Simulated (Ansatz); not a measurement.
# Telling isomers of CH4Se2 apart by their spectra

These gas-phase data were calculated for one isomer of CH4Se2 at PBE0-D3(BJ)/def2-SVP (harmonic, unscaled wavenumbers; equilibrium rotational constants with average atomic masses):

```
rotational constants            : 10.13, 1.934, 1.664 GHz
all wavenumbers above 1500 cm⁻¹ : 3210, 3188, 3070, 2407
```

Candidates:

(1) `[SeH]C[SeH]`, a singlet
(2) `C[Se][SeH]`, a singlet

**Question.** Which structure fits?

**Answer.** Candidate (2). 3 modes lie between 2750 and 3290 cm⁻¹, one for each C–H bond, while (1) has 2.

The same quantities for all candidates:

```tsv
	rotational constants (GHz)	wavenumbers above 1500 cm⁻¹	E above the lowest, PBE0-D3(BJ)/def2-SVP (kcal/mol)
(1)	22.44, 1.138, 1.104	3193, 3114, 2456, 2456	14.7
(2)	10.13, 1.934, 1.664	3210, 3188, 3070, 2407	0.0
```

Each candidate is one conformer. Programs: Ansatz 0.2.0.
